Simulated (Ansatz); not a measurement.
Computed with Ansatz on PBE0-D4/def2-TZVP structures; ΔE is electronic, products minus reactants. CBS: MP2 limit from def2 TZ/QZ plus the TZ coupled-cluster correction, frozen cores. This one scheme is used for every species. Double bonds are as drawn, so ΔE can hold a change between cis and trans. DFT in def2-TZVPP.

Reaction (hydrogenolysis of a C–C bond): `B/C(C)=C/C` + H₂ → `B/C=C/C` + CH₄

`B/C(C)=C/C`:

Z-matrix (Å, degrees):
```
C
C 1 1.505
H 1 1.095 2 111.6
H 1 1.095 2 111.6 3 119.0
H 1 1.090 2 111.4 3 -120.5
C 2 1.351 1 120.2 3 -59.4
B 2 1.529 1 122.9 3 120.6
C 6 1.488 2 125.0 1 -0.0
H 6 1.087 2 117.6 1 -180.0
H 7 1.200 2 121.6 1 0.0
H 7 1.199 2 119.3 1 -180.0
H 8 1.096 6 110.7 2 -58.7
H 8 1.089 6 112.4 2 179.9
H 8 1.096 6 110.8 2 58.6
```

H₂:

Cartesian coordinates in Å:
```
H -0.341 0.009 -0.150
H 0.341 -0.009 0.150
```

`B/C=C/C`:

Z-matrix (Å, degrees):
```
C
C 1 1.483
H 1 1.091 2 112.0
H 1 1.095 2 110.4 3 121.5
H 1 1.095 2 110.5 3 -121.5
C 2 1.345 1 126.3 3 -0.1
H 2 1.090 1 116.0 3 179.9
B 6 1.525 2 120.7 1 -180.0
H 6 1.090 2 117.3 1 0.0
H 8 1.200 6 118.9 2 -0.1
H 8 1.198 6 122.1 2 179.9
```

CH₄:

```xyz
5

C     0.000    0.000    0.000
H     0.275    0.694    0.794
H    -0.906    0.352   -0.492
H    -0.179   -0.987    0.426
H     0.809   -0.059   -0.727
```

Is it downhill or uphill in electronic energy at CCSD(T)/CBS, and by how much? (Estimate.)

The calculation gave: Downhill: ΔE = -16.3 kcal/mol.

What do these levels give: PBE, PBE0, SCS-MP2/def2-TZVPP, HF/def2-QZVPP, MP2/CBS(def2), CCSD/CBS(def2)? (Best estimate.)

The calculation gave: PBE -17.2, PBE0 -17.9, SCS-MP2/def2-TZVPP -16.7, HF/def2-QZVPP -23.3, MP2/CBS(def2) -15.1, CCSD/CBS(def2) -17.6 kcal/mol.

Largest T1 diagnostic among the species: 0.011.

The D4 term adds +2.6 kcal/mol with B3LYP and +1.5 kcal/mol with PBE0; it sums over pairs of atoms, weighted by their polarisabilities, and B3LYP, whose exchange is more repulsive, gets the larger term. In def2-TZVPP, CCSD(T) changes the Hartree–Fock value by +6.7 kcal/mol (the triples alone add +1.3 kcal/mol) and MP2 by +8.0 kcal/mol. From PBE to PBE0 (25 % exact exchange), in def2-TZVPP and without D4, ΔE moves by −0.7 kcal/mol.

B3LYP here is the variant with VWN-RPA as its local correlation; programs differ in this.
